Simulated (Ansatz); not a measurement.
C3H12Si3 (SMILES C1[SiH2]C[SiH2]C[SiH2]1), singlet, geometry from GFN2-xTB, with bond 15-5 at 1.4 times its length; Ansatz (an electronic-structure program) with CASSCF(2,3)/STO-3G.

The Ansatz input:
Ansatz 0.2 input:
```yaml
crystal:
  periodic: [false, false, false]
  atoms:
    - {symbol: C, position_ang: [-0.71355219, 1.30209252, -1.06018932]}
    - {symbol: Si, position_ang: [1.08209944, 1.43337957, -0.45408683]}
    - {symbol: C, position_ang: [1.78237978, -0.31769473, -0.22537842]}
    - {symbol: Si, position_ang: [0.74219909, -1.43676961, 0.90362860]}
    - {symbol: C, position_ang: [-1.04250276, -1.47559575, 0.25378775]}
    - {symbol: Si, position_ang: [-1.83681496, 0.23693550, 0.04102935]}
    - {symbol: H, position_ang: [-0.71710388, 0.89263310, -2.07058328]}
    - {symbol: H, position_ang: [-1.13708847, 2.30172889, -1.14149780]}
    - {symbol: H, position_ang: [1.89135405, 2.17199000, -1.44048109]}
    - {symbol: H, position_ang: [1.12966495, 2.16356711, 0.82048708]}
    - {symbol: H, position_ang: [1.87767726, -0.79130440, -1.20271043]}
    - {symbol: H, position_ang: [2.79321145, -0.24892144, 0.17306415]}
    - {symbol: H, position_ang: [1.30249690, -2.80037276, 0.91168015]}
    - {symbol: H, position_ang: [0.76433671, -0.92129750, 2.27977299]}
    - {symbol: H, position_ang: [-1.90011246, -2.31090848, 1.19712301]}
    - {symbol: H, position_ang: [-1.05908225, -1.99506306, -0.70456730]}
    - {symbol: H, position_ang: [-2.00761300, 0.87761724, 1.35264283]}
    - {symbol: H, position_ang: [-3.16549156, 0.09922180, -0.58272175]}
basis:
  gaussian:
    orbitals: STO-3G
hamiltonian:
  xc: hf
magnetization: {spin_polarized: false}
correlation: {active_space: {window: {electrons: 2, orbitals: 3}}}
```

Output, abridged:

```
Functional definition: HF
679 factors; integrals over basis functions are off by at most 3.4e-5 eV
mean field evaluation 1: about -26557.8641 eV, gradient 1.6e1 eV
mean field evaluation 2: about -26558.0359 eV, gradient 1.6e1 eV
mean field evaluation 4: about -26559.1970 eV, gradient 1.0e0 eV
mean field evaluation 8: about -26559.2003 eV, gradient 3.6e-6 eV
mean field -26559.20028166 eV, -976.0326078786 hartree, gradient 1.9e-6 eV, S^2 0.000000; 0 other end points of the search recorded, 0 dependent functions left out
reference -26559.20028166 eV, -976.0326078786 hartree; 36, 36 occupied and 18, 18 virtual orbitals, 679 factors
state -26560.26964048 eV, -976.0719060903 hartree
Total energy: -26560.26964048 eV, -976.0719060903 hartree
```
